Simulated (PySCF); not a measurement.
**Cl⁺: ionisation energy**

Cl⁺ [Ne] 3s2 3p4 (3P) → Cl²⁺ [Ne] 3s2 3p3 (4S), as a difference of total energies. All numbers are calculated (PySCF 2.14, scalar relativity by spin-free X2C-1e, in x2c-TZVPPall (5s5p3d1f, 42 functions)). Correlated levels: valence: [Ne] frozen. The calculations carry no spin-orbit coupling.

| method | ionisation energy (eV) | error (eV) |
| --- | --- | --- |
| UHF | 22.573 | -1.198 |
| MP2 (valence) | 23.339 | -0.432 |
| SCS-MP2 (valence) | 23.422 | -0.349 |
| CCSD (valence) | 23.449 | -0.322 |
| CCSD(T) (valence) | 23.477 | -0.294 |

Reference: 23.771 eV (measured; NIST levels, between the centres of gravity of the two terms).

Errors of the correlated levels include the incompleteness of this basis and the frozen core.
